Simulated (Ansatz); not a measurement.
Relaxation of H₅O₃Sn (9 atoms, charge 0, multiplicity 2), to a largest force component of 0.03 eV/Å in at most 50 steps.

Theory: Ansatz, UKS PBE-D4/def2-SVP.

```xyz
9
Properties=species:S:1:pos:R:3
Sn -0.024 -0.048 -0.114
H 0.035 0.073 2.826
O 1.800 0.011 -0.985
H 2.212 -0.874 -0.915
O -0.876 1.562 -1.010
H -1.850 1.503 -0.929
O -0.912 -1.750 -0.826
H -1.471 -2.162 -0.136
H -0.006 0.037 3.547
```

Question: Where does it end, and by what steps?

Answer: It converged. The force dipped under the threshold on the way, but the program's further checks kept it going. After 30 steps the energy has fallen by 0.104 eV; H6 moved furthest, 0.84 Å.

```
step  energy less start (eV)  largest force component (eV/Å)  accepted
   0                  0.0000                           1.895       yes
   2                 -0.0494                           0.040       yes
   4                 -0.0497                           0.043       yes
   6                 -0.0502                           0.015       yes
   8                 -0.0507                           0.050       yes
  10                 -0.0518                           0.114       yes
  12                 -0.0528                           0.059       yes
  14                 -0.0496                           0.519        no
  16                 -0.0564                           0.052       yes
  18                  0.1658                           2.406        no
  20                 -0.0662                           0.109       yes
  22                 -0.0906                           0.066       yes
  24                 -0.0964                           0.083       yes
  26                 -0.0339                           2.104        no
  28                 -0.1019                           0.410        no
  30                 -0.1043                           0.029       yes
```

```xyz
9
Properties=species:S:1:pos:R:3
Sn -0.116 -0.220 -0.046
H 0.017 0.146 3.055
O 1.684 0.131 -0.932
H 2.128 -0.731 -1.075
O -1.467 1.021 -0.930
H -1.133 1.942 -0.921
O -0.640 -2.067 -0.709
H -1.614 -2.111 -0.805
H 0.048 0.240 3.820
```

Whether the end is a true minimum wasn't checked by a vibrational analysis.

Time of the run: 41 s on 4 threads of Arm Neoverse V1, on a shared host, peak memory 0.16 GiB.
